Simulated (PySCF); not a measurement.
Core-level binding energies of SiHMe2(NHMe)

SiHMe2(NHMe), C3H11NSi.
Z-matrix (Å and degrees, PBE0-D3(BJ)/def2-SVP geometry), rows numbered from 1:
```
Si
H   1  1.5011
C   1  1.8762  2  110.99
H   3  1.1011  1  110.92  2   -58.99
H   3  1.1022  1  110.87  2  -178.28
H   3  1.1006  1  111.08  2    61.39
C   1  1.8839  2  107.15  3  -119.91
H   7  1.1023  1  111.02  2    57.97
H   7  1.1017  1  111.14  2   -61.72
H   7  1.1020  1  111.12  2   178.24
N   1  1.7365  2  107.13  3   116.90
C  11  1.4405  1  124.59  2    53.32
H  11  1.0136  1  117.66  2  -149.68
H  12  1.1038 11  111.67  1  -149.47
H  12  1.1025 11  109.75  1   -31.69
H  12  1.1088 11  114.49  1    88.37
```

Method: delta-SCF UKS SCAN, pcX-2 on the ionised atom, pcseg-1 elsewhere, spin-free X2C in PySCF 2.14.0. These are vertical core ionisation energies against the vacuum level, from separate self-consistent calculations with and without the core hole.

**Question.** Give the core binding energies atom by atom.

**Answer.** 
```csv
atom(s),environment,level,binding energy (eV),2p1/2 (eV),above the level's lowest (eV),count
Si1,"silicon bonded to 2 C, N and H",Si 1s,1846.08,–,0.00,1
N11,"nitrogen bonded to C, Si and H",N 1s,404.07,–,0.00,1
C12,carbon bonded to N and 3 H,C 1s,291.45,–,+1.48,1
C3/C7,carbon bonded to Si and 3 H,C 1s,289.97,–,0.00,2
Si1,"silicon bonded to 2 C, N and H",Si 2p3/2,106.18,106.81,0.00,1
```

Lowest listed C 1s: C3/C7, bonded to 3 H and Si. Highest, 1.48 eV above it: C12, bonded to N and 3 H.

**Question.** Which effective nuclear charge Zeff reproduces each element's mean 1s value in the hydrogen-like formula E = 13.606 eV × Zeff²?

**Answer.** C (Z = 6): mean 290.5 eV, Zeff = 4.62, Z − Zeff = 1.38; N (Z = 7): mean 404.1 eV, Zeff = 5.45, Z − Zeff = 1.55; Si (Z = 14): mean 1846.1 eV, Zeff = 11.65, Z − Zeff = 2.35. Means run over the listed sites, weighted by atom count.

**Question.** Which photon energy gives electrons from Si 1s of Si1 a kinetic energy of 200 eV, and what is their de Broglie wavelength?

**Answer.** hν = 1846.08 + 200 = 2046.08 eV, recoil neglected; λ = 12.264 Å/√(E/eV) = 0.87 Å.

Topologically equivalent atoms share the value of their first member; where this conformer doesn't relate them by symmetry, their own values could differ. The 2p values aren't plain energy differences: one relaxed spin-free 2p hole is combined with a matrix within the shell (ground-state 2p orbital-energy differences and spin–orbit coupling). 2p3/2, the mean of its two sublevels, lies a third of the splitting below the shell's mean and 2p1/2 two thirds above it; the statistical areas are 2:1. 2p1/2 minus 2p3/2 (ligand field included): Si 0.62 eV. Geometry: PBE0-D3(BJ)/def2-SVP, one conformer, isolated molecule.
